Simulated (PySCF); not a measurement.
## [OsO3(H2O)]2+: from a saddle point downhill

PySCF 2.14.0, RKS PBE0, Os def2-SVP with ECP60, O def2-SVP, H def2-SVP; non-relativistic Hamiltonian with scalar-relativistic core potentials where named; density fitting; no spin-orbit coupling. Relaxed within the symmetry of its start, the geometry (C2v) is

```xyz
7

Os    0.0000    0.1538    0.0000
O     1.5704   -0.4707    0.0000
O     0.0000    1.8181    0.0000
O    -1.5704   -0.4707    0.0000
O     0.0000   -2.3570    0.0000
H     0.0000   -2.8958    0.8207
H     0.0000   -2.8958   -0.8207
```

and its lowest harmonic modes are -408, -324, -121, 59, 151, 333 cm⁻¹ (negative: unstable). It was moved along the lowest mode and relaxed again, within the group Cs that the move left.

Problem. Where does it end, and how much lower?

Solution. In Cs, 4.773 eV lower, after 16 steps:
```xyz
7

Os    0.0000   -0.2846   -0.2934
O     1.3341    0.0714   -1.2088
O     0.0000    0.7319    1.0180
O    -1.3341    0.0714   -1.2088
O     0.0000   -2.2048    0.3388
H     0.0000   -2.4930    1.2915
H     0.0000   -3.0104   -0.2468
```

Problem. How do the contacts change?

Solution. 
| contact | saddle (Å) | end (Å) |
| --- | --- | --- |
| Os1–O2 (O) | 1.690 | 1.657 |
| Os1–O3 (O) | 1.664 | 1.659 |
| Os1–O4 (O) | 1.690 | 1.657 |
| Os1–O5 (H2O) | 2.511 | 2.022 |


Problem. Is the end a minimum?

Solution. Probably not: 1 of the modes stay unstable (below −25 cm⁻¹), though so soft as to be near the noise; lowest modes -38, 151, 165, 317, 376, 381 cm⁻¹.

State: singlet.
